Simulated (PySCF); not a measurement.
This PySCF input asks for the NMR shieldings of `BN(B)C(C)(C)C=C`, C5H13B2N; the geometry comes from GFN2-xTB.

```python
import basis_set_exchange as bse
import numpy as np
from pyscf import gto, dft
from pyscf.prop import nmr

atoms = """
B    -1.268481    1.722790   -0.645644
N    -0.823004    0.663718    0.175150
B    -1.410862    0.461216    1.448837
C     0.145008   -0.354892   -0.286177
C    -0.623804   -1.628509   -0.662809
C     0.972907    0.092813   -1.500885
C     1.155862   -0.654725    0.801904
C     1.694980    0.252666    1.593538
H    -2.009750    2.502549   -0.188116
H    -0.939117    1.835685   -1.761517
H    -2.143041    1.266449    1.871341
H    -1.180725   -0.504689    2.070368
H    -1.142226   -2.031191    0.203367
H     0.057658   -2.383486   -1.048370
H    -1.361384   -1.400140   -1.429776
H     1.785003   -0.615594   -1.654802
H     0.369041    0.121187   -2.403038
H     1.402883    1.075166   -1.324969
H     1.473743   -1.687022    0.860012
H     2.439570   -0.004427    2.327499
H     1.396818    1.287379    1.553617
"""
names = dict.fromkeys(["B", "N", "C", "H"], "pcSseg-1")
basis = {el: gto.basis.parse(bse.get_basis(n, elements=[el], fmt="nwchem")) for el, n in names.items()}
mol = gto.M(atom=atoms, basis=basis, charge=0, verbose=0)
mf = dft.RKS(mol, xc="PBE0")
mf.grids.level = 2
mf.grids.alignment = dft.numint.BLKSIZE   # the property module wants whole blocks of grid points
mf.conv_tol = 1e-9
mf.kernel()

calc = nmr.RKS(mf)   # GIAO
C = mf.mo_coeff
Co = C[:, mf.mo_occ > 0]
resp = mf.gen_response(singlet=True, hermi=2)
def vind(x):   # induced exchange potential for any number of trial vectors
    d = np.einsum("pi,xij,qj->xpq", C, 2 * x.reshape(-1, C.shape[1], Co.shape[1]), Co, optimize=True)
    return np.einsum("xpq,pi,qj->xij", resp(d - d.transpose(0, 2, 1)), C, Co, optimize=True).ravel()
mo1, _ = nmr.rhf.solve_mo1(calc, with_cphf=vind)
sigma = calc.kernel(mo1)
for i, s in enumerate(sigma):   # ppm
    print("%2d %-2s %9.2f" % (i, mol.atom_pure_symbol(i), np.trace(s) / 3))
```

Task: Give the expected output.

Result: 
```
 0 B      48.50
 1 N      29.45
 2 B      44.42
 3 C     124.44
 4 C     150.61
 5 C     149.88
 6 C      23.90
 7 C      65.16
 8 H      25.95
 9 H      25.83
10 H      25.90
11 H      25.58
12 H      29.76
13 H      30.37
14 H      30.58
15 H      30.32
16 H      29.96
17 H      30.58
18 H      24.97
19 H      26.22
20 H      26.44
```

These numbers come from an equivalent density-fitted implementation of the same equations, which agrees with the script to about 0.01 ppm for H and up to a few tenths of a ppm for heavy atoms, so last digits may differ.

Size and cost of the density-fitted run: 201 basis functions, 34 s wall time on 1 thread of an Arm Neoverse V2, shared host; peak memory 0.91 GiB.
